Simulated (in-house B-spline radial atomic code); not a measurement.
RPA and G0W0 for Sn4+, [Kr] 4d10, as one setting changes: the highest l of the empty states. Start: r2SCAN. A dash marks a level of low quasi-particle weight. Computed with an all-electron radial atomic-structure program (B-spline basis): all electrons, scalar-relativistic (spin-free one-electron X2C), finite nucleus, each spin shell either full or empty, empty states to the listed l with an (l + 1/2)⁻⁴ tail; G0W0 by contour deformation at full frequency.

```tsv
highest l of the empty states	RPA summed (Eh)	RPA extrapolated (Eh)	G0W0 level (eV)
4	-3.0354	-3.5965	4d -76.78
5	-3.2906	-3.646	4d -77.09
6	-3.4162	-3.6318	4d -77.09
7	?	?	?
8	?	?	?
9	-3.5417	-3.6001	4d -77.09
10	-3.5552	-3.5962	4d -77.09
11	-3.5641	-3.5939	4d -77.08
```

Question: What belongs in the row for 8?

Answer: RPA summed (Eh): -3.52; RPA extrapolated (Eh): -3.607; G0W0 level (eV): 4d -77.10.

Question: What belongs in the row for 7?

Answer: RPA summed (Eh): -3.4834; RPA extrapolated (Eh): -3.6208; G0W0 level (eV): 4d -77.12.
